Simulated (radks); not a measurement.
Q: Coulomb parameter of the 3d shell of the cobalt ion Co+ in the model configuration [Ar] 3d6 4p2, as a second difference U = [E(n + 0.25) + E(n - 0.25) - 2 E(n)] / (0.25)^2 with all orbitals relaxed. "Bare": the charge of the atom changes with n. "Screened": the 4p shell takes up the change at fixed total charge, which measures U(3d,3d) + U(4p,4p) - 2 U(3d,4p). Calculated with a radial shooting solver on a logarithmic mesh with Libxc functionals: scalar-relativistic Kohn-Sham, PBE, spin-unpolarised, spherical densities, point nucleus. Estimate both.

A: U(bare) = 15.990 eV, U(screened by 4p) = 5.878 eV, against the Slater integral F0(3d,3d) = 26.238 eV with frozen orbitals.
